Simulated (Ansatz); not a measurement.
Coupled-cluster diagnostics for Mg3O2 (the lowest singlet isomer of a short search), Ansatz.

Geometry of the singlet (PBE-D4/def2-SVP):

| atom | x (Å) | y (Å) | z (Å) |
| --- | --- | --- | --- |
| Mg1 | -0.6728 | -1.4730 | -0.1107 |
| Mg2 | 1.0704 | 0.3274 | 0.5261 |
| Mg3 | -0.6249 | 2.2788 | -0.7368 |
| O4 | 0.9633 | -1.5447 | 0.7942 |
| O5 | -0.7360 | 0.4114 | -0.4727 |

Correlated methods freeze 5 core orbitals; core or outer-core shells of Mg are correlated, in sets that lack core-valence functions. Another isomer (singlet) lies 0.04 eV lower at PBE0-D4/def2-TZVP.

Task: Estimate the CCSD(T) correlation energy, the shares of MP2 and (T), T1 and the reference's ⟨S²⟩ for: charge 0, singlet, own geometry in def2-TZVPP; and the rough time on 4 threads of Arm Neoverse V2 on a shared host.

Result: 
```csv
state,basis,correlation (eV),MP2 share (%),(T) share (%),T1,⟨S²⟩ (pure),wall time,remarks
"charge 0, singlet, own geometry",def2-TZVPP,-30.803,96.4,3.1,0.020,0.00 (0.00),44 s,restricted SCF unstable
```
Customary marks for T1 are 0.02 (closed shells), 0.045 (open shells) and about 0.05 (3d metals). T1 stays under 0.02 throughout.
